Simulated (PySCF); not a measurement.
Molecular orbitals of PbN

PBE0 at R = 2.097 Å; Pb def2-SVPD with ECP60, N def2-SVPD; scalar-relativistic core potentials (PySCF 2.14). State: ⁴Π (quartet), unpaired electrons π ↑↑↑, a second solution, started from another occupation. Only the outer orbitals are listed, counted within each symmetry, core potentials removing the inner ones.

| spin | orbital | occ. | ε (eV) | on Pb (%) | main shells (%) |
| --- | --- | --- | --- | --- | --- |
| α | 5σ | 1 | -21.02 | 30 | 69 N s, 22 Pb d |
| α | 6σ | 1 | -13.42 | 81 | 81 Pb s, 10 N p, 9 N s |
| α | 3π | 1 | -9.43 | 9 | 90 N p |
| α | 3π | 1 | -9.29 | 9 | 90 N p |
| α | 7σ | 1 | -7.64 | 35 | 62 N p, 25 Pb p, 9 Pb s |
| α | 4π | 1 | -4.44 | 93 | 92 Pb p |
| α | 4π | 0 | -2.72 | 94 | 93 Pb p |
| α | 8σ | 0 | 0.10 | 87 | 71 Pb p, 12 Pb d, 10 N p |
| α | 9σ | 0 | 0.34 | 104 | 104 Pb s |
| β | 5σ | 1 | -17.90 | 25 | 73 N s, 15 Pb s |
| β | 6σ | 1 | -12.16 | 76 | 75 Pb s, 18 N s |
| β | 7σ | 1 | -6.61 | 37 | 58 N p, 29 Pb p |
| β | 3π | 0 | -3.67 | 64 | 62 Pb p, 35 N p |
| β | 3π | 0 | -3.17 | 56 | 53 Pb p, 44 N p |
| β | 4π | 0 | -1.02 | 49 | 51 N p, 36 Pb p, 13 Pb d |

**Question.** Which are the highest filled and the lowest empty level, where do they sit, and how wide is the gap?

**Answer.** Highest filled α 4π at -4.44 eV (in %: 92 Pb p); lowest empty β 3π at -3.67 eV (in %: 62 Pb p, 35 N p); the gap at PBE0 is 0.77 eV.

The bond order (Mayer) is 0.96 and the ⟨S²⟩ is 3.760. The charge on Pb (Mulliken, basis-dependent) is 0.37. The charge on Pb (Löwdin, basis-dependent) is 0.37 and the dipole moment (positive dipole means Pb(−)N(+)) is -1.64 D.

Shares are Mulliken populations and can fall outside 0 to 100 %.

Spin–orbit coupling is left out, which matters for elements this heavy, above all for dissociation energies.
